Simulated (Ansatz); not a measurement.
# Worked example: SnBr4 + CuH → SnHBr3 + CuBr

Species: SnBr4 (stannic bromide) `[Br][Sn]([Br])([Br])[Br]`, singlet; CuH, singlet; SnHBr3 `[Br][SnH]([Br])[Br]`, singlet; CuBr (copper(i) bromide), singlet. The partners trade Br for H: Sn–Br and Cu–H bonds give way to Sn–H and Cu–Br.

Shapes, held fixed at every level: PBE0-D4/def2-TZVP. Programs: Ansatz 0.2.0. The zero-point and thermal change to 298 K, harmonic and unscaled (PBE0-D4/def2-TZVP), is +3.3 kJ/mol.

At wB97M-V/def2-TZVPP; 1 Eh = 2625.50 kJ/mol:

```
species    energy (Eh)
  SnBr4  -10510.508215
    CuH   -1640.991395
 SnHBr3   -7937.033082
   CuBr   -4214.489403
```

Problem. Work out ΔH(298 K) of the reaction at this level.

Solution. 
1. Products less reactants: (-7937.033082) + (-4214.489403) − [(-10510.508215) + (-1640.991395)] = -0.022875 Eh = -60.1 kJ/mol.
2. With the thermal change: -60.1 + (+3.3) = -56.8 kJ/mol.

Other levels give -111.7 (HF/def2-TZVPP) to -43.3 kJ/mol (r2SCAN-D4/def2-TZVPP). No measured value is set beside it here. For atoms past krypton def2 sets carry core potentials with scalar relativity. Relativity is left out for Br, Cu.
